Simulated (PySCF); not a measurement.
C3H16Si4.
SMILES with atom numbers: `[CH3:1][CH2:2][CH2:3][SiH2:4][SiH:5]([SiH3:6])[SiH3:7]` (hydrogens: H8, H9, H10 on C1; H11, H12 on C2; H13, H14 on C3; H15, H16 on Si4; H17 on Si5; H18, H19, H20 on Si6; H21, H22, H23 on Si7)

Geometry (PBE0-D3(BJ)/def2-SVP, Å), atoms numbered from 1 in this order:
```
atom  x, y, z in Å
C1     3.536    0.146    0.633
C2     2.375   -0.073   -0.326
C3     1.044   -0.311    0.388
Si4   -0.431   -0.572   -0.765
Si5   -2.399   -0.884    0.469
Si6   -2.791    1.043    1.744
Si7   -4.236   -1.265   -0.933
H8     3.682   -0.729    1.287
H9     3.355    1.017    1.283
H10    4.479    0.321    0.094
H11    2.597   -0.931   -0.984
H12    2.282    0.799   -0.997
H13    1.115   -1.192    1.049
H14    0.808    0.541    1.050
H15   -0.196   -1.755   -1.656
H16   -0.621    0.626   -1.646
H17   -2.233   -2.050    1.400
H18   -4.027    0.909    2.575
H19   -2.957    2.213    0.825
H20   -1.633    1.320    2.652
H21   -5.491   -1.418   -0.133
H22   -4.035   -2.499   -1.753
H23   -4.400   -0.099   -1.856
```

The closed-shell ground state was solved at several levels (PySCF, density fitting, gas phase, non-relativistic).

```tsv
level	basis functions	total energy (Eh)	HOMO (eV)	LUMO (eV)	gap (eV)	dipole (D)
KT3/pcSseg-1	227	-1293.0988	-6.77	-0.87	5.90	1.09
wB97X-D/def2-SVPD	284	-1281.4319	-9.42	1.45	10.87	1.08
```

Problem. What might PBE0/pcSseg-1 (227 basis functions) give for the same quantities?

Solution. Total energy -1281.2182 Eh, HOMO -7.78 eV, LUMO -0.13 eV, gap 7.65 eV, dipole 1.09 D.

Problem. Over all these levels, which gives the widest orbital gap and which the narrowest?

Solution. wB97X-D/def2-SVPD (range-separated hybrid) has the widest, 10.87 eV, and KT3/pcSseg-1 (GGA) the narrowest, 5.90 eV. Functional and basis both differ between the two, so the spread mixes both effects.

Problem. How far do the dipole and the HOMO energy spread over the levels?

Solution. The dipole runs from 1.08 to 1.09 D (mean 1.09 D) and the HOMO from -9.42 to -6.77 eV.

One conformer stands for the species.

Note: wB97X-D ran without an empirical dispersion term, which enters the total energy and its gradient alone.
